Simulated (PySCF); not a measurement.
Si(I)(NH2) (H2INSi), SMILES N[Si]I (connectivity only; charge and spin as stated), neutral, multiplicity 1.

The structure is a stationary point at B3LYP-D3(BJ)/def2-TZVP. The def2 effective core potentials stand for the cores of I; spin–orbit coupling is left out. One conformer was computed; it need not be the lowest.

The numbers are results of TDDFT-ωB97X/def2-SVPD in PySCF, not measurements.

Vertical excitations. Gas-phase values at a fixed geometry. State labels are in the subgroup Cs.

Computed excitation energies, oscillator strengths and character:
```tsv
state	symmetry	energy (eV)	λ (nm)	f	main pairs
S1	A"	3.98	311	0.022	HOMO→LUMO 96 %
S2	A"	4.96	250	0.003	HOMO−2→LUMO 95 %
S3	A'	5.04	246	0.002	HOMO−1→LUMO 81 %, HOMO→LUMO+1 16 %
S4	A'	5.60	222	0.225	HOMO→LUMO+1 63 %, HOMO−2→LUMO+1 16 %, HOMO−1→LUMO 10 %
S5	A"	5.77	215	0.005	HOMO−1→LUMO+1 91 %
S6	A'	6.22	199	0.459	HOMO−2→LUMO+1 76 %
S7	A'	6.61	187	0.009	HOMO→LUMO+2 42 %, HOMO−3→LUMO 35 %, HOMO→LUMO+6 10 %
S8	A'	6.99	177	0.017	HOMO→LUMO+3 44 %, HOMO−3→LUMO 16 %, HOMO→LUMO+6 16 %, HOMO→LUMO+4 13 %
S9	A'	7.08	175	0.199	HOMO−3→LUMO 43 %, HOMO→LUMO+2 38 %
S10	A"	7.22	172	0.014	HOMO−1→LUMO+2 57 %, HOMO−4→LUMO 18 %, HOMO−3→LUMO+1 11 %
T1	A"	2.72	456	0	HOMO→LUMO 82 %
T2	A'	4.26	291	0	HOMO→LUMO+1 82 %
T3	A'	4.52	274	0	HOMO−1→LUMO 90 %
T4	A"	4.83	257	0	HOMO−2→LUMO 85 %
```
Triplets are in the Tamm–Dancoff approximation, which puts them higher than full response would, so one can lie above its singlet here.
